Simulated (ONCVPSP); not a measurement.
## u(r) = r·R(r): atom against pseudo-atom (Be)

Columns: radius, all-electron u(r) and pseudo u(r) of the 1s shell (level -107.50 eV) of beryllium in the configuration 1s2 2s1.75; LDA (Perdew-Wang 92), scalar-relativistic, ONCV scheme, ONCVPSP 4.0.1.

```tsv
r (bohr)	all-electron	pseudo
0.035	0.4407	0.3144
0.070	0.7688	0.6106
0.105	1.0050	0.8717
0.140	1.1697	1.0864
0.175	1.2786	1.2489
0.210	1.3430	1.3573
0.245	1.3733	1.4161
0.280	1.3774	1.4332
0.315	1.3618	1.4180
0.350	1.3311	1.3795
0.385	1.2893	1.3262
0.420	1.2398	1.2650
0.455	1.1849	1.2003
0.490	1.1267	1.1350
0.525	1.0667	1.0705
0.560	1.0061	1.0075
0.595	0.9459	0.9463
0.630	0.8868	0.8868
0.665	0.8293	0.8292
0.700	0.7738	0.7737
0.735	0.7206	0.7205
0.770	0.6699	0.6698
0.805	0.6218	0.6217
0.840	0.5763	0.5762
0.875	0.5334	0.5334
0.910	0.4932	0.4932
```

Problem. How many radial nodes do the two functions have?

Solution. The all-electron 1s function has n − l − 1 = 0; the pseudo-wave has 0.

Problem. At about which radius was the pseudo-wave matched?

Solution. 0.70 bohr. The columns agree to 0.0005 from 0.59 bohr on; several derivatives are matched, so the curves merge somewhat inside the radius.

Problem. Is the pseudo-wave norm-conserving?

Solution. Yes: the ONCV scheme keeps the norm inside the radius equal to the all-electron one, which fixes the energy derivative of the logarithmic derivative at the level.
